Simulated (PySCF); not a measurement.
# SiEt2Ph2: computed shieldings and shifts

SiEt2Ph2, C16H20Si, point group C1.

Bonds: Si1-C2, Si1-C9, Si1-C16, Si1-C27, C2-C3, C9-C10, C16-C17, C16-C21, C17-C18, C18-C19, C19-C20, C20-C21, C27-C28, C27-C32, C28-C29, C29-C30, C30-C31, C31-C32. C2 carries H4, H5; C3 carries H6, H7, H8; C9 carries H11, H12; C10 carries H13, H14, H15; C17 carries H22; C18 carries H23; C19 carries H24; C20 carries H25; C21 carries H26; C28 carries H33; C29 carries H34; C30 carries H35; C31 carries H36; C32 carries H37.

GIAO calculations in PySCF 2.14.0 with density-fitted response routines on the PBE0-D3(BJ)/def2-SVP structure: isolated species, non-relativistic, equivalent atoms averaged; basis pcSseg-1.

Problem. Give the isotropic shieldings (ppm) with KT2, PBE0.

Solution. 
| atoms | environment | KT2 | PBE0 |
| --- | --- | --- | --- |
| Si1 | silicon bonded to 4 C | 367.0 | 354.4 |
| C16/C27 | carbon bonded to 2 C, Si | 51.9 | 42.2 |
| C17/C21/C28/C32 | carbon bonded to 2 C, H | 52.5 | 42.6 |
| C19/C30 | carbon bonded to 2 C, H | 58.9 | 49.4 |
| C18/C20/C29/C31 | carbon bonded to 2 C, H | 60.5 | 51.3 |
| C3/C10 | carbon bonded to C, 3 H | 174.4 | 176.3 |
| C2/C9 | carbon bonded to C, Si, 2 H | 176.7 | 179.5 |
| H22/H26/H33/H37 | hydrogen on a carbon bonded to 2 C | 23.88 | 23.69 |
| H24/H35 | hydrogen on a carbon bonded to 2 C | 24.02 | 23.79 |
| H23/H25/H34/H36 | hydrogen on a carbon bonded to 2 C | 24.04 | 23.82 |
| H4/H5/H11/H12 | hydrogen on a carbon bonded to C, Si | 30.12 | 30.31 |
| H6/H7/H8/H13/H14/H15 | hydrogen on a carbon bonded to C | 30.21 | 30.34 |
| HOMO–LUMO gap (eV) | – | 4.67 | 6.52 |

Problem. And the chemical shifts, against references computed in the same way?

Solution. 
```
               atoms  nucleus, reference    KT2   PBE0
                 Si1      $^{29}$Si, TMS   -6.0   -2.4
             C16/C27       $^{13}$C, TMS  131.3  142.2
     C17/C21/C28/C32       $^{13}$C, TMS  130.7  141.8
             C19/C30       $^{13}$C, TMS  124.4  135.0
     C18/C20/C29/C31       $^{13}$C, TMS  122.8  133.1
              C3/C10       $^{13}$C, TMS    8.8    8.1
               C2/C9       $^{13}$C, TMS    6.5    4.9
     H22/H26/H33/H37        $^{1}$H, TMS   7.30   7.58
             H24/H35        $^{1}$H, TMS   7.16   7.48
     H23/H25/H34/H36        $^{1}$H, TMS   7.13   7.45
       H4/H5/H11/H12        $^{1}$H, TMS   1.06   0.96
H6/H7/H8/H13/H14/H15        $^{1}$H, TMS   0.97   0.92
```

Problem. Which part of the shielding of Si1 depends on the functional?

Solution. Diamagnetic: KT2 893, PBE0 889 ppm; paramagnetic: KT2 -526, PBE0 -534 ppm.
